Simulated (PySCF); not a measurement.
A structure optimised at PBE0-D3(BJ)/def2-SVP, used in a PySCF frequency run:

```xyz
8

Ga    -0.0732    -0.1212     0.0000
Cl    -0.5710    -2.1797     0.0000
Cl     1.9597     0.5227     0.0000
O     -1.3662     1.0723     0.0000
C     -1.1695     2.4634     0.0000
H     -1.6433     2.9073    -0.8919
H     -1.6433     2.9073     0.8919
H     -0.1038     2.7541     0.0000
```
Charge 0, spin multiplicity 1.

Write its SMILES, formula and point group.

C[O][Ga]([Cl])[Cl], CH₃Cl₂GaO, Cs

What are its rotational constants (standard atomic weights)?

2.5342, 1.6973, 1.0231 GHz
